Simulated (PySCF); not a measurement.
# Does the structure fit the spectrum?

A compound C5H11ClO3Si gives the data below (simulated from a calculation) and was assigned the structure `COC(=O)[Si@@H](Cl)[C@@H](C)OC`.

¹³C{¹H} NMR (computed): δ 176.0 (C), 77.4 (CH), 59.8 (CH3), 24.6 (CH3), 14.7 (CH3).

¹H NMR (300 MHz, computed): δ 5.49 (d, 1H), 3.54 (s, 3H), 3.10 (m, 1H), 2.17 (s, 3H), 1.51 (d, 3H).

No relativistic terms, averaged over atoms made equivalent by symmetry, fast rotation or ring inversion, one conformer, in vacuum. Shielding tensors at PBE0/pcSseg-1 (GIAO); coordinates at the GFN2-xTB level; PySCF 2.14.

Referencing at the same level of theory: TMS for ¹H, ¹³C.

Task: Compare with the shifts computed for the proposed structure, pairing carbons in order of shift.

Result: Mapped SMILES: `[CH3:1][O:2][C:3](=[O:4])[Si@@H:5]([Cl:6])[C@@H:7]([CH3:8])[O:9][CH3:10]`; H(Xn) means a hydrogen on atom n.

| atom | computed for proposal | given list | difference |
| --- | --- | --- | --- |
| C3 | 186.8 | 176.0 | +10.8 |
| C7 | 77.1 | 77.4 | -0.3 |
| C10 | 59.9 | 59.8 | +0.1 |
| C1 | 51.8 | 24.6 | +27.2 |
| C8 | 14.2 | 14.7 | -0.5 |

The rms difference is 13.1 ppm and the largest +27.2 ppm at C1 (methyl carbon bonded to O). The proposal doesn't fit.

Task: Which isomer fits?

Result: `CO[C@@H](C)[Si@H](Cl)OC(C)=O`.

Carbon types of the structure: 1 × C, 1 × CH, 3 × CH3, leaving 1 H on heteroatoms. δC 176.0: carbonyl carbon. δC 77.4: sp3 CH bonded to O and Si; deshielded by the electronegative neighbour. δH 3.10: hydrogen on an sp3 CH bonded to O and Si; its carbon carries O, hence the downfield position. δH 2.17: hydrogen on a methyl carbon α to a carbonyl; α to C=O.

The shifts were computed for this structure.

Shifts are as computed. Against solution values, carbons near 30 ppm lie about +3 ppm off and those near 130 ppm about +5 ppm. Of 1211 compounds with measured shifts, 218 miss one by over three times the rms of a fit or turn the order of signals round; such compounds aren't used in these exercises. Multiplicities follow the n + 1 count of equivalent neighbours, as no J values were calculated; m marks all less simple cases, F and P coupling included.
